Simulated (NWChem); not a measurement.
Species: C2H2BFO; SMILES FB(C#C)O

```xyz
7

B     -0.0108     0.4896     0.0000
C     -0.0623    -1.0496     0.0000
C     -0.0658    -2.2775     0.0000
H     -0.0824    -3.3598     0.0000
F     -1.1427     1.2008     0.0000
O      1.1576     1.1846     0.0000
H      1.9288     0.5900     0.0000
```
Atoms are numbered in this order, from 1.

Structure relaxed at the PBE-D3(BJ)/def2-SVP level. B3LYP is NWChem's, with the RPA form of VWN correlation.

Symmetry labels are those of Cs in the frame above (b1 and b2, or b-type labels, depend on it).

Task: List the 4 lowest vertical singlet excitations from B3LYP/def2-SVP, full TDDFT (NWChem).

Result: 
```
state  energy (eV)  oscillator strength  symmetry  leading excitation (squared amplitude)
-----  -----------  -------------------  --------  --------------------------------------
S1            5.40                0.000        a"                      HOMO → LUMO (0.99)
S2            6.07                0.031        a'                    HOMO−1 → LUMO (0.67)
S3            6.68                0.000        a"                  HOMO−1 → LUMO+1 (0.97)
S4            7.93                0.001        a"                    HOMO−3 → LUMO (0.99)
```
